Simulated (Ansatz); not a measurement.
Zr₄. Charge 0, multiplicity 1. Geometry PBE0-D4/def2-SVP; atoms count from 1.

Cartesian coordinates in Å:
```
Zr -0.1047 1.6319 -0.4990
Zr 0.3525 0.1792 1.6632
Zr 1.1698 -1.1553 -0.4694
Zr -1.4177 -0.6559 -0.6948
```

In the def2 sets Zr takes a core potential; there is no spin–orbit coupling. The restricted singlet is unstable towards broken spin symmetry at other levels; at PBE0-D4/def2-TZVP this wasn't settled. At PBE0-D4/def2-TZVP a quintet of charge 0 lies 0.87 eV below the restricted singlet, each at its own geometry. The structure comes from a short search, and lower isomers may exist.

Question: Estimate the Mulliken populations from the PBE0/def2-TZVP orbitals of Ansatz.

Answer: 
```tsv
atom	charge (e)	d electrons
Zr1	0.00	2.79
Zr2	0.00	2.79
Zr3	0.00	2.79
Zr4	0.00	2.79
```
Mulliken values depend strongly on the basis.

Question: And the Mayer bond orders between heavy atoms (over 0.3)?

Answer: Zr1–Zr2 1.85 (2.64 Å); Zr1–Zr3 1.24 (3.06 Å); Zr1–Zr4 1.85 (2.65 Å); Zr2–Zr3 1.85 (2.65 Å); Zr2–Zr4 1.24 (3.06 Å); Zr3–Zr4 1.85 (2.64 Å).
